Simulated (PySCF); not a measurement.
**Radial density of C (carbon, neutral)**

UHF, [He] 2s2 2p1 3d1, one real determinant (an excited configuration). All numbers are calculated (PySCF 2.14, no relativity, point nucleus, in aug-cc-pwCVDZ (5s4p2d, 27 functions)).

```csv
r (bohr),4πr²ρ (e/bohr),4πr²(ρα − ρβ)
0.00555,0.04633,0.0000
0.00933,0.1259,-0.0001
0.0157,0.3287,-0.0002
0.0264,0.8200,-0.0005
0.0444,1.870,-0.0011
0.0747,3.701,-0.0012
0.126,5.749,0.0027
0.211,6.018,0.0286
0.355,3.373,0.1271
0.598,1.367,0.3554
1.01,1.968,0.6251
1.69,1.569,0.5487
2.85,0.6696,0.5051
4.79,0.1143,0.1117
8.05,1.049e-05,0.0000
```

⟨L²⟩ = 8.01 against 12 for a pure F term, so this real determinant mixes terms. The outer electron is Rydberg-like, and this basis confines it to a smaller radius and binds it less than a complete one would. At UHF the highest occupied level has a positive energy, so only the finite basis holds that electron; for this excited configuration the basis is too tight for the outer shell.
